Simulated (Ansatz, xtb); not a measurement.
## Ranking isomers of CH10O2Si3

5 gas-phase structures of CH10O2Si3, from a drawn sample of its isomers (lower ones may exist). Each was relaxed with GFN2-xTB; where two conformers were screened, the lower at r2SCAN-D4/def2-SVP is listed:

A. `CO[SiH2][SiH](O)[SiH3]`, a singlet
B. `CO[SiH](O)[SiH2][SiH3]`, a singlet
C. `CO[SiH]([SiH3])[SiH2]O`, a singlet
D. `CO[SiH2][SiH2][SiH2]O`, a singlet
E. `CO[Si](O)([SiH3])[SiH3]`, a singlet

Question: Make a reasoned guess at their ranking by r2SCAN-D4/def2-SVP single-point energy.

Answer: Calculated order at r2SCAN-D4/def2-SVP: B (0.0), E (12.7), D (21.5), C (44.0), A (52.2) kJ/mol.

Energies above the lowest of each column, in kJ/mol; the last columns are at B3LYP-D3(BJ)/def2-SVP geometries:

```csv
structure,GFN2-xTB,HF/STO-3G,r2SCAN-D4/def2-SVP,B3LYP-D3(BJ)/def2-SVP,CCSD(T)/def2-SVP + ΔMP2/def2-TZVPP
B,18.9,0.0,0.0,0.0,0.0
E,20.8,8.5,12.7,13.9,14.5
D,0.0,11.5,21.5,7.4,16.2
C,13.0,28.8,44.0,34.1,39.6
A,14.9,43.2,52.2,40.1,45.6
```

CCSD(T)/def2-SVP + ΔMP2/def2-TZVPP puts B lowest; GFN2-xTB picks D. Flexible structures stand in one conformer each, not always the lowest. Frequencies (GFN2-xTB) were run for B, D, E alone. ΔMP2 is the change of the MP2 energy from the smaller to the larger basis.

Over these structures GFN2-xTB departs from r2SCAN-D4/def2-SVP by 20.8 kJ/mol on average once a common shift is removed. A GFN2-xTB relaxation took about 0.24 s and the r2SCAN-D4/def2-SVP energy about 3.6 s on a shared host (Ansatz 0.2.0, xtb 6.7.1).
